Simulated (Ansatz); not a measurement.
Two isomers of C2H8SSi2: A = `C=C(S)[SiH2][SiH3]`, B = `CSC1[SiH2][SiH2]1`.

Program: Ansatz. Geometries: PBE0-D4/def2-TZVP. ΔE: electronic, gas phase. CCSD(T)/CBS is the MP2 limit (def2-TZVPP, def2-QZVPP) plus CCSD(T) − MP2 in def2-TZVPP, frozen cores. Functionals use def2-TZVPP. B3LYP here is the variant with VWN-RPA as its local correlation; programs differ in this. One conformer a species, not always the lowest.

(1) Which is lower in electronic energy at CCSD(T)/CBS, and by how much? (An estimate is asked.)

(2) Give E(B) − E(A) in kcal/mol with B3LYP, ωB97M-V, B3LYP-D4, CCSD(T)/def2-TZVPP, CCSD/def2-TZVPP, MP2/def2-TZVPP, r2SCAN-D4. (Best estimate.)

Largest T1 diagnostic: 0.013.

Answers

(1) Computed: A, by 8.6 kcal/mol.

(2) Computed: B3LYP 12.2, ωB97M-V 7.3, B3LYP-D4 11.8, CCSD(T)/def2-TZVPP 10.2, CCSD/def2-TZVPP 10.8, MP2/def2-TZVPP 7.2, r2SCAN-D4 7.2. None reverses the order clearly.

From PBE to PBE0 (25 % exact exchange), in def2-TZVPP and without D4, E(B) − E(A) moves by −0.9 kcal/mol. In def2-TZVPP, CCSD(T) changes the Hartree–Fock value by −6.6 kcal/mol (the triples alone add −0.6 kcal/mol) and MP2 by −9.6 kcal/mol.
